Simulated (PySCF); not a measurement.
## Radial density of Cr (chromium, neutral)

B97-3, [Ar] 3d4 4s1 4p1, one real determinant (an excited configuration). Calculation: PySCF 2.14, in x2c-TZVPPall with one added diffuse shell each of s, p, d, f type (7s6p5d3f1g, 80 functions); the spin-free X2C one-electron Hamiltonian (Gaussian nucleus).

```
r (bohr)  4πr²ρ (e/bohr)  4πr²(ρα − ρβ)
 0.00114          0.1983         0.0001
 0.00192          0.5054         0.0002
 0.00323           1.272         0.0005
 0.00543           3.084         0.0013
 0.00914           6.989         0.0029
  0.0154           14.12         0.0056
  0.0259           23.57         0.0087
  0.0435           28.80         0.0090
  0.0731           24.10         0.0094
   0.123           23.61         0.0486
   0.207           31.50         0.2273
   0.348           17.30         0.9626
   0.585           11.22         2.6454
   0.985           11.33         2.9319
    1.66           2.880         1.5187
    2.79          0.8994         0.8725
    4.69          0.3180         0.3179
    7.88         0.02542         0.0254
    13.3       0.0002476         0.0002
```

Densities and radii are taken from the X2C orbitals without a picture-change correction, which distorts them close to the nucleus.

⟨L²⟩ = 7.95 against 12 for a pure F term, so this real determinant mixes terms.
